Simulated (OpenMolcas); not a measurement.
Nb4+: effect of the metal basis

Nb4+ with 4 ligands (chloride) in tetrahedral coordination (Td) at 2.24 Å.

```
Program             : OpenMolcas
Method              : CASSCF
Spin-orbit coupling : RASSI with atomic mean-field integrals over the reference wave functions
```

Fixed: ligand basis ANO-RCC-VDZP, active space 1 electron in 5 orbitals (4d), DKH2 Hamiltonian.

States (labels of Td). Energies in cm-1 above the lowest state or level, χT in cm3 K/mol; 10Dq is the gap between the two states; 10Dq is negative for this site.

```csv
Run,Metal basis,Ground state,First state of that spin,10Dq,First gap with spin-orbit (degeneracies),χT at 300 K,Cost
A,ANO-RCC-VDZP,2E,2T2 10623,-10623,"10609 (4, 4)",0.343,roughly 14 core-seconds
B,ANO-RCC-VTZP,2E,2T2 10478,-10478,"10460 (4, 4)",0.343,roughly 29 core-seconds
```

Against A, |10Dq| changes by -1.4 % in B.

Costs are those of the RASSCF and RASSI steps.

An orbital doublet at a regular site is open to a Jahn-Teller distortion, which this geometry leaves out. With metal d orbitals alone the field can be off either way by tens of per cent. Ligand-to-metal charge-transfer states are missing. The least metal-like active orbital is 68 % on the metal (Löwdin) and no ligand orbital is active, so the numbers are rough (holds for A). The least metal-like active orbital is 67 % on the metal (Löwdin) and no ligand orbital is active, so the numbers are rough (holds for B). The distance lies 3 % under the 2.31 Å that this model takes as the normal distance (a Shannon-type radius plus a fixed donor radius); by an R⁻⁵ law this alone changes a d-shell field by about +17 %. No measured value stands beside these numbers; the geometry was imposed, not optimised, and the real ion may take another.
